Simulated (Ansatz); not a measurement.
One change: `[CH3][In]([F])[TeH]` becomes `[CH3][In]([F])[SiH3]`.

Ansatz, PBE0-D4/def2-TZVP geometries, multiplicity 1. 

Elements past krypton have def2 core potentials.  Spin–orbit coupling is left out; it splits and shifts lone-pair levels of the heavy atoms by tenths of an eV.

| property | `[CH3][In]([F])[TeH]` |
| --- | --- |
| HOMO energy (PBE/def2-TZVPP) / eV | -5.82 |
| HOMO–LUMO gap (PBE0/def2-TZVPP) / eV | 5.40 |
| HOMO–LUMO gap (PBE/def2-TZVPP) / eV | 3.58 |
| LUMO energy (PBE0/def2-TZVPP) / eV | -1.44 |
| LUMO energy (ωB97M-V/def2-TZVPP) / eV | 0.25 |
| LUMO energy (PBE/def2-TZVPP) / eV | -2.24 |

(1) What does the change do to each property? (Estimate.)

Results:

(1) The calculation gave: 
| property | `[CH3][In]([F])[SiH3]` | shift |
| --- | --- | --- |
| HOMO energy (PBE/def2-TZVPP) / eV | -6.40 | -0.58 |
| HOMO–LUMO gap (PBE0/def2-TZVPP) / eV | 5.81 | 0.41 |
| HOMO–LUMO gap (PBE/def2-TZVPP) / eV | 3.98 | 0.40 |
| LUMO energy (PBE0/def2-TZVPP) / eV | -1.72 | -0.28 |
| LUMO energy (ωB97M-V/def2-TZVPP) / eV | -0.19 | -0.44 |
| LUMO energy (PBE/def2-TZVPP) / eV | -2.42 | -0.18 |

With PBE0 the HOMO falls by 0.68 eV and the LUMO falls by 0.28 eV, so the gap widens by about 0.40 eV. PBE moves the HOMO by -0.58 eV and ωB97M-V by -0.65 eV.
